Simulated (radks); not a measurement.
Values are calculated unless marked as measured or tabulated.
Ta4+, 69 electrons, occupied as [Xe] 4f14 5d1. Level of theory: Dirac Kohn-Sham, BLYP, spin-unpolarised, spherical densities, finite nucleus; open shells are shared between the two j in proportion to 2j + 1; Fermi nuclear charge, rms radius 5.3507 fm (a radial shooting solver on a logarithmic mesh with Libxc functionals).

Unscreened Slater integrals over Kohn-Sham orbitals (hartree). Large and small components are both included. Empty in this configuration: 6s1/2.

| integral | value |
|---|---|
| F0(5d5/2,5d5/2) | 0.51156 |
| F2(5d5/2,5d5/2) | 0.27027 |
| F4(5d5/2,5d5/2) | 0.17974 |
| F0(5d5/2,5d3/2) | 0.51723 |
| F2(5d5/2,5d3/2) | 0.27298 |
| G2(5d5/2,5d3/2) | 0.27277 |
| G4(5d5/2,5d3/2) | 0.18138 |
| F0(5d5/2,4f7/2) | 0.65247 |
| F2(5d5/2,4f7/2) | 0.15780 |
| F4(5d5/2,4f7/2) | 0.075556 |
| G1(5d5/2,4f7/2) | 0.064731 |
| G3(5d5/2,4f7/2) | 0.055480 |
| G5(5d5/2,4f7/2) | 0.042995 |
| F0(5d5/2,4f5/2) | 0.65354 |
| F2(5d5/2,4f5/2) | 0.15544 |
| F4(5d5/2,4f5/2) | 0.073905 |
| G1(5d5/2,4f5/2) | 0.061977 |
| G3(5d5/2,4f5/2) | 0.053627 |
| G5(5d5/2,4f5/2) | 0.041669 |
| F0(5d5/2,6s1/2) | 0.40238 |
| G2(5d5/2,6s1/2) | 0.11238 |
| F0(5d3/2,5d3/2) | 0.52315 |
| F2(5d3/2,5d3/2) | 0.27608 |
| F0(5d3/2,4f7/2) | 0.66605 |
| F2(5d3/2,4f7/2) | 0.16506 |
| G3(5d3/2,4f7/2) | 0.059223 |
| G5(5d3/2,4f7/2) | 0.045747 |
| F0(5d3/2,4f5/2) | 0.66718 |
| F2(5d3/2,4f5/2) | 0.16262 |
| G1(5d3/2,4f5/2) | 0.067090 |
| G3(5d3/2,4f5/2) | 0.057376 |
| F0(5d3/2,6s1/2) | 0.40460 |
| G2(5d3/2,6s1/2) | 0.10689 |
| F0(4f7/2,4f7/2) | 1.4461 |
| F2(4f7/2,4f7/2) | 0.69245 |
| F4(4f7/2,4f7/2) | 0.43546 |
| F6(4f7/2,4f7/2) | 0.31357 |
| F0(4f7/2,4f5/2) | 1.4573 |
| F2(4f7/2,4f5/2) | 0.69807 |
| F4(4f7/2,4f5/2) | 0.43906 |
| G2(4f7/2,4f5/2) | 0.69555 |
| G4(4f7/2,4f5/2) | 0.43755 |
| G6(4f7/2,4f5/2) | 0.31511 |
| F0(4f7/2,6s1/2) | 0.46133 |
| G3(4f7/2,6s1/2) | 0.019066 |
| F0(4f5/2,4f5/2) | 1.4687 |
| F2(4f5/2,4f5/2) | 0.70394 |
| F4(4f5/2,4f5/2) | 0.44284 |
| F0(4f5/2,6s1/2) | 0.46185 |
| G3(4f5/2,6s1/2) | 0.018709 |
| F0(6s1/2,6s1/2) | 0.35407 |
